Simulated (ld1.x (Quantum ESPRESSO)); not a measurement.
# How hard is this Al (Z = 13) TM potential?

* Element: aluminium
* Generator: ld1.x (Quantum ESPRESSO) 7.5
* Type: norm-conserving Troullier–Martins (Kleinman–Bylander form)
* Functional: PBE
* Relativity: scalar-relativistic
* Frozen core: [Ne]
* Valence charge: 3
* Reference configuration: 3s2 3p1
* Partial waves: 3p (bound): rc 1.90 bohr; 3s (bound): rc 1.70 bohr
* Local potential: the s channel
* Core correction: Bessel-smoothed model core inside 1.75 bohr

The pseudo-atom Hamiltonian at the reference potential is diagonalised in spherical Bessel functions j_l(qr) that vanish at 20 bohr, with q² up to the cutoff. All-electron valence levels (Ry): 3p -0.1993, 3s -0.5698.

Question: How do the lowest levels (Ry) of each channel move with the cutoff, and are there ghosts?

Answer:

| cutoff (Ry) | p #1 | s #1 | s #2 | d #1 | d #2 | f #1 | f #2 | Σ f·Δε (mRy) |
| --- | --- | --- | --- | --- | --- | --- | --- | --- |
| 8 | -0.1984 | -0.5624 | -0.0225 | 0.0461 | 0.1285 | 0.1021 | 0.2242 | 15.8 |
| 10 | -0.1984 | -0.5666 | -0.0229 | 0.0461 | 0.1285 | 0.1021 | 0.2242 | 7.4 |
| 15 | -0.1985 | -0.5676 | -0.0231 | 0.0461 | 0.1284 | 0.1021 | 0.2242 | 5.2 |
| 18 | -0.1986 | -0.5680 | -0.0231 | 0.0461 | 0.1284 | 0.1021 | 0.2242 | 4.3 |
| 21 | -0.1988 | -0.5686 | -0.0231 | 0.0461 | 0.1284 | 0.1021 | 0.2242 | 3.0 |
| 25 | -0.1991 | -0.5691 | -0.0232 | 0.0461 | 0.1284 | 0.1021 | 0.2242 | 1.7 |
| 35 | -0.1993 | -0.5697 | -0.0232 | 0.0461 | 0.1284 | 0.1021 | 0.2242 | 0.2 |
| 40 | -0.1993 | -0.5697 | -0.0232 | 0.0461 | 0.1284 | 0.1021 | 0.2242 | 0.2 |
| 400 | -0.1993 | -0.5698 | -0.0232 | 0.0461 | 0.1284 | 0.1021 | 0.2242 | 0.0 |

Result: no extra level below or beside the all-electron valence levels (p, s, d, f tested); 10 mRy is reached at 10 Ry and 1 mRy at 30 Ry.
